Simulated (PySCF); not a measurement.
**Radial density of Br⁺ (bromine, charge +1)**

UHF, [Ar] 3d10 4s1 4p5, 4s spin antiparallel (an excited configuration). Computed with PySCF 2.14 in ANO-RCC-VTZP (6s5p3d1f, 43 functions), with the spin-free X2C one-electron Hamiltonian (Gaussian nucleus).

| r (bohr) | 4πr²ρ (e/bohr) | 4πr²(ρα − ρβ) |
| --- | --- | --- |
| 0.000879 | 0.4935 | -0.0004 |
| 0.00148 | 1.198 | -0.0010 |
| 0.00249 | 2.836 | -0.0023 |
| 0.00418 | 6.456 | -0.0051 |
| 0.00703 | 13.68 | -0.0106 |
| 0.0118 | 25.66 | -0.0189 |
| 0.0199 | 39.08 | -0.0241 |
| 0.0335 | 42.99 | -0.0101 |
| 0.0563 | 35.82 | 0.0190 |
| 0.0947 | 43.81 | -0.0100 |
| 0.159 | 48.88 | -0.0379 |
| 0.268 | 28.23 | 0.0032 |
| 0.451 | 35.25 | -0.0742 |
| 0.758 | 16.37 | -0.0378 |
| 1.27 | 4.617 | -0.3900 |
| 2.14 | 2.726 | 0.1218 |
| 3.61 | 0.3246 | 0.0811 |
| 6.07 | 0.003481 | 0.0019 |

Densities and radii are taken from the X2C orbitals without a picture-change correction, which distorts them close to the nucleus.

With the s spin flipped the determinant is a mixture of two multiplicities, not a spectroscopic state.
